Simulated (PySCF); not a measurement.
## Choosing a basis for TDDFT

Species: CH7O2PSi2.
Z-matrix (Å and degrees, PBE0-D3(BJ)/def2-SVP geometry), rows numbered from 1:
```
O 
C   1  1.2034
O   2  1.3397  1  122.86
Si  2  1.9334  1  123.01  3   179.78
Si  4  2.3409  2  105.88  1   -52.22
P   4  2.2643  2  108.87  1  -170.73
H   3  0.9740  2  107.02  1     0.34
H   4  1.4954  2  105.65  1    65.83
H   5  1.4954  4  109.61  2  -176.70
H   5  1.4945  4  108.54  2   -57.86
H   5  1.4923  4  110.34  2    62.45
H   6  1.4287  4   93.80  2   -73.35
H   6  1.4306  4   93.24  2  -167.31
```

TDDFT with PBE0 (PySCF), vertical singlets, core orbitals frozen in the response, spherical d and f functions. One conformer (not necessarily the lowest) at the PBE0-D3(BJ)/def2-SVP geometry, without solvent, vibrations or thermal averaging.

Task: Compare 6-31G*, def2-SVP, 6-31+G*, def2-SVPD, aug-cc-pVDZ and def2-TZVP for this molecule.

Result: 

```json
{"basis": "6-31G*", "functions": "110", "diffuse": "no", "S1 (eV)": "5.14", "S2 (eV)": "6.17", "S3 (eV)": "6.38", "S4 (eV)": "6.55", "S5 (eV)": "6.71", "LUMO (eV)": "-0.49", "α (au)": "89.8"}
{"basis": "def2-SVP", "functions": "131", "diffuse": "no", "S1 (eV)": "5.08", "S2 (eV)": "6.03", "S3 (eV)": "6.35", "S4 (eV)": "6.58", "S5 (eV)": "6.62", "LUMO (eV)": "-0.67", "α (au)": "92.9"}
{"basis": "6-31+G*", "functions": "134", "diffuse": "yes", "S1 (eV)": "5.09", "S2 (eV)": "5.87", "S3 (eV)": "6.19", "S4 (eV)": "6.40", "S5 (eV)": "6.53", "LUMO (eV)": "-0.91", "α (au)": "100.1"}
{"basis": "def2-SVPD", "functions": "194", "diffuse": "yes", "S1 (eV)": "5.00", "S2 (eV)": "5.75", "S3 (eV)": "6.12", "S4 (eV)": "6.29", "S5 (eV)": "6.54", "LUMO (eV)": "-1.00", "α (au)": "107.4"}
{"basis": "aug-cc-pVDZ", "functions": "213", "diffuse": "yes", "S1 (eV)": "5.00", "S2 (eV)": "5.82", "S3 (eV)": "6.06", "S4 (eV)": "6.29", "S5 (eV)": "6.41", "LUMO (eV)": "-0.94", "α (au)": "109.5"}
{"basis": "def2-TZVP", "functions": "246", "diffuse": "no", "S1 (eV)": "5.00", "S2 (eV)": "5.84", "S3 (eV)": "6.06", "S4 (eV)": "6.34", "S5 (eV)": "6.43", "LUMO (eV)": "-0.89", "α (au)": "103.1"}
```

States are compared by their number. Against the largest diffuse basis here (aug-cc-pVDZ, itself not a converged limit), sets without diffuse functions differ by up to 0.14 eV in S1 and 0.30 eV in S5; the smaller diffuse sets differ by up to 0.08 and 0.13 eV. S1 is led by HOMO→LUMO (61%) in 6-31G* and by HOMO-1→LUMO (52%) in aug-cc-pVDZ. S1 is led by HOMO→LUMO (52%) in def2-SVP and by HOMO-1→LUMO (52%) in aug-cc-pVDZ. State by state, the largest deviation of a set without diffuse functions is S1 0.14, S2 0.35, S3 0.31, S4 0.29, S5 0.30 eV. The same number needn't mean the same state in each row. Against aug-cc-pVDZ the polarisability deviates by -18% in 6-31G*, -15% in def2-SVP, -9% in 6-31+G*, -2% in def2-SVPD, -6% in def2-TZVP. A single + in a Pople set puts diffuse functions on heavy atoms only.
